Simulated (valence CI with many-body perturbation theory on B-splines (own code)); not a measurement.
**Which ion has this spectrum?**

A relativistic CI+MBPT calculation for an atom or ion with 5 electrons gives these levels (× 10³ cm⁻¹):

| J | Parity | E | g |
| --- | --- | --- | --- |
| 1/2 | odd | 0.00 | 0.64 |
| 1/2 | even | 1510.4 | 2.12 |
| 3/2 | odd | 4269.4 | 1.31 |
| 3/2 | even | 5322.7 | 1.64 |
| 5/2 | even | 5600.7 | 1.34 |
| 1/2 | even | 6042.0 | 1.24 |
| 3/2 | even | 6049.3 | 0.97 |
| 3/2 | odd | 7648.0 | 1.34 |
| 5/2 | even | 9737.5 | 1.41 |
| 1/2 | even | 10400 | 1.90 |
| 3/2 | even | 10407 | 1.18 |
| 3/2 | odd | 11627 | 1.44 |
| 5/2 | odd | 11796 | 1.18 |
| 1/2 | odd | 12140 | 0.64 |

The energies are calculated, and their last digits are not significant.

Problem. Which is it?
A. Pr54+
B. Pm56+
C. La52+
D. Sm57+

Solution. A. Pr54+, ground level (2s^2 2p1/2) J=1/2.
